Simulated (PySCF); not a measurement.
# Ionisation energy of Mn¹⁷⁺ by level of theory

Mn¹⁷⁺ [He] 2s2 2p4 [2p1/2^2 2p3/2^2, M_J = 2] → Mn¹⁸⁺ [He] 2s2 2p3 [2p1/2^2 2p3/2^1, M_J = 3/2], as a difference of total energies. Computed with PySCF 2.14 in an even-tempered Gaussian basis (18 s from 3.8 bohr⁻², ratio 2.4; 11 p from 4.9 bohr⁻², ratio 2.4; 5 d from 21 bohr⁻², ratio 2.6; 5 f from 31 bohr⁻², ratio 2.6), with the two-component X2C-1e Hamiltonian. Correlated levels: nothing frozen; the 30 highest virtual spinors dropped. "Screened" scales the spin-orbit matrix elements by Boettger's factors to mimic the two-electron term; Breit and QED terms are absent.

```csv
method,ionisation energy (eV)
GHF (spin-free),1314.9
GMP2 (spin-free),1316.4
GHF (screened spin-orbit),1318.4
GMP2 (screened spin-orbit),1319.8
```

The labels give the starting determinants; with spin-orbit coupling the two ends relaxed to ⟨J²⟩ = 6.00, ⟨L²⟩ = 2.34, ⟨S²⟩ = 1.83 and ⟨J²⟩ = 3.75, ⟨L²⟩ = 0.15, ⟨S²⟩ = 3.55.

For comparison: 1320.3 ± 2.5 eV (semi-empirical (NIST evaluation); NIST Atomic Spectra Database, ionization energies).
